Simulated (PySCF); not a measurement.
Species: C₅H₇ClF₂Si₂.
SMILES with atom numbers: `[F:1][CH:2]([F:3])[C:4]#[C:5][C@@H:6]1[SiH2:7][C@@H:8]1[SiH2:9][Cl:10]`

Geometry (GFN2-xTB, Å), atoms numbered from 1 in this order:
```
atom  x, y, z in Å
F1     2.196    2.470    1.590
C2     2.747    1.351    1.041
F3     3.394    1.774   -0.083
C4     1.739    0.360    0.734
C5     0.863   -0.414    0.446
C6    -0.145   -1.336    0.098
Si7   -0.688   -1.495   -1.726
C8    -1.558   -0.777   -0.209
Si9   -1.885    1.062    0.065
Cl10  -3.794    1.374   -0.531
H11    3.511    0.976    1.743
H12   -0.126   -2.227    0.717
H13   -1.054   -2.835   -2.154
H14   -0.054   -0.599   -2.670
H15   -2.340   -1.403    0.213
H16   -1.020    1.893   -0.765
H17   -1.793    1.417    1.480
```

Definitions: NICS(0) = −σiso at the ring centroid; NICS(1) = −σiso and NICS(1)zz = −σzz at ±1 Å along the ring normal z. Level: GIAO PBE0/pcSseg-1 (PySCF, non-relativistic, gas phase) on the GFN2-xTB geometry, one conformer.

Ring bond lengths (Å), with Mayer bond orders in brackets: C6–Si7 1.909 (0.83), Si7–C8 1.890 (0.93), C8–C6 1.550 (0.86).

Question: Give the NICS values of each ring in ppm.

Answer: 
```tsv
ring	type	NICS(0)	NICS(1), two faces	NICS(1)zz, two faces	rms pucker (Å)	centre to ring atoms, mean (Å)
C6–Si7–C8	3-membered ring with Si; formal bonds all single	-28.8	-8.9 / -7.5	-18.6 / -15.0	0.00	1.03
```

Question: What can be read from them?

Answer: 
- C6–Si7–C8: mean NICS(1)zz -16.8 ppm, shielded. C6, Si7, C8 have four or more neighbours; no verdict on aromaticity is drawn. The two faces differ by 3.6 ppm, so no symmetry operation interchanges them. NICS(0) lies 21 ppm below the mean NICS(1).
